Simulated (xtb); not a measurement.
xtb input (GFN1-xTB):

```bash
xtb mol.xyz --gfn 1 --sp --chrg -1 --uhf 0
```
mol.xyz:
```
15

C     -2.77209132    -0.31085447    -0.28099720
C     -1.36791938    -0.63139181    -0.80170328
C     -0.25304707    -0.18896619     0.14543342
C      1.17219421    -0.46185259    -0.31180184
C      2.35081588     0.39469371     0.45889140
O      1.89151144     1.39919134     1.00945101
H     -2.95656796    -0.81345561     0.67316922
H     -3.55627589    -0.62273210    -0.97936313
H     -2.88408424     0.76319618    -0.10814364
H     -1.29089335    -1.70866679    -0.99160811
H     -1.22256291    -0.14594311    -1.77382174
H     -0.41469700    -0.66085188     1.12423451
H     -0.32904127     0.89098962     0.32997843
H      1.43696604    -1.52357098    -0.24003625
H      1.30535134    -0.18226774    -1.36895251
```

End of the output:

```
         :::::::::::::::::::::::::::::::::::::::::::::::::::::
         ::                     SUMMARY                     ::
         :::::::::::::::::::::::::::::::::::::::::::::::::::::
         :: total energy             -20.255384433416 Eh    ::
         :: gradient norm              0.034641552213 Eh/a0 ::
         :: HOMO-LUMO gap              2.117802304815 eV    ::
         ::.................................................::
         :: SCC energy               -20.468105685166 Eh    ::
         :: -> electrostatic           0.170380975711 Eh    ::
         :: repulsion energy           0.217633905307 Eh    ::
         :: dispersion energy         -0.004912653557 Eh    ::
         :: halogen bond corr.         0.000000000000 Eh    ::
         :: add. restraining           0.000000000000 Eh    ::
         :: total charge              -1.000000000000 e     ::
         :::::::::::::::::::::::::::::::::::::::::::::::::::::

           -------------------------------------------------
          |                Property Printout                |
           -------------------------------------------------

    * Orbital Energies and Occupations

         #    Occupation            Energy/Eh            Energy/eV
      -------------------------------------------------------------
         1        2.0000           -0.5099765             -13.8772
       ...           ...                  ...                  ...
         6        2.0000           -0.4103797             -11.1670
         7        2.0000           -0.3862784             -10.5112
         8        2.0000           -0.3633532              -9.8873
         9        2.0000           -0.3588586              -9.7650
        10        2.0000           -0.3308021              -9.0016
        11        2.0000           -0.3234114              -8.8005
        12        2.0000           -0.3184768              -8.6662
        13        2.0000           -0.2891702              -7.8687
        14        2.0000           -0.2829509              -7.6995
        15        2.0000           -0.2731714              -7.4334
        16        2.0000           -0.2590330              -7.0486
        17        2.0000           -0.2105814              -5.7302
        18        2.0000           -0.0808971              -2.2013 (HOMO)
        19                         -0.0030693              -0.0835 (LUMO)
        20                          0.0145929               0.3971
        21                          0.0345590               0.9404
        22                          0.0522242               1.4211
        23                          0.0618082               1.6819
        24                          0.0898984               2.4463
        25                          0.0955825               2.6009
        26                          0.1067426               2.9046
        27                          0.1379588               3.7540
        28                          0.1561172               4.2482
        29                          0.2108289               5.7369
       ...                                ...                  ...
        42                          0.8509183              23.1547
      -------------------------------------------------------------
                  HL-Gap            0.0778278 Eh            2.1178 eV
             Fermi-level           -0.0419832 Eh           -1.1424 eV

  Mulliken/CM5 charges         n(s)   n(p)   n(d)
     1C    -0.08455 -0.23465   1.006  3.078  0.000
     2C    -0.04341 -0.15508   1.029  3.015  0.000
     3C    -0.03015 -0.13775   1.020  3.010  0.000
     4C    -0.11039 -0.21040   1.049  3.061  0.000
     5C    -0.03153 -0.00437   1.432  2.599  0.000
     6O    -0.61869 -0.66366   1.764  4.855  0.000
     7H     0.00680  0.05803   0.993  0.000  0.000
     8H    -0.00674  0.04362   1.007  0.000  0.000
     9H     0.01237  0.06371   0.988  0.000  0.000
    10H    -0.00713  0.04729   1.007  0.000  0.000
    11H    -0.00035  0.05426   1.000  0.000  0.000
    12H    -0.00979  0.04593   1.010  0.000  0.000
    13H     0.02115  0.08161   0.979  0.000  0.000
    14H    -0.05906 -0.00502   1.059  0.000  0.000
    15H    -0.03852  0.01647   1.039  0.000  0.000

Wiberg/Mayer (AO) data.
largest (>0.10) Wiberg bond orders for each atom

 ---------------------------------------------------------------------------
     #   Z sym  total        # sym  WBO       # sym  WBO       # sym  WBO
 ---------------------------------------------------------------------------
     1   6 C    3.994 --     2 C    1.010     8 H    0.989     7 H    0.989
                             9 H    0.988
     2   6 C    3.986 --     1 C    1.010     3 C    0.993    10 H    0.981
                            11 H    0.980
     3   6 C    3.982 --     4 C    0.995     2 C    0.993    12 H    0.979
                            13 H    0.970
     4   6 C    3.911 --     3 C    0.995    14 H    0.978    15 H    0.968
                             5 C    0.868
     5   6 C    2.782 --     6 O    1.790     4 C    0.868
     6   8 O    1.932 --     5 C    1.790
     7   1 H    1.012 --     1 C    0.989
     8   1 H    1.010 --     1 C    0.989
     9   1 H    1.012 --     1 C    0.988
    10   1 H    1.017 --     2 C    0.981
    11   1 H    1.018 --     2 C    0.980
    12   1 H    1.011 --     3 C    0.979
    13   1 H    1.030 --     3 C    0.970
    14   1 H    1.049 --     4 C    0.978
    15   1 H    1.042 --     4 C    0.968
 ---------------------------------------------------------------------------

Topologies differ in total number of bonds
Writing topology from bond orders to xtbtopo.mol

 dipole moment from electron density (au)
     X       Y       Z
  -3.2960  -1.3218  -1.1278  total (Debye):    9.470

           -------------------------------------------------
          | TOTAL ENERGY              -20.255384433416 Eh   |
          | GRADIENT NORM               0.034641552213 Eh/α |
          | HOMO-LUMO GAP               2.117802304815 eV   |
           -------------------------------------------------

------------------------------------------------------------------------
------------------------------------------------------------------------
 total:
 SCF:
Note: The following floating-point exceptions are signalling: IEEE_DENORMAL
normal termination of xtb
```

It need not be the lowest isomer of its formula. Whether it binds its extra electron was not tested at this geometry.
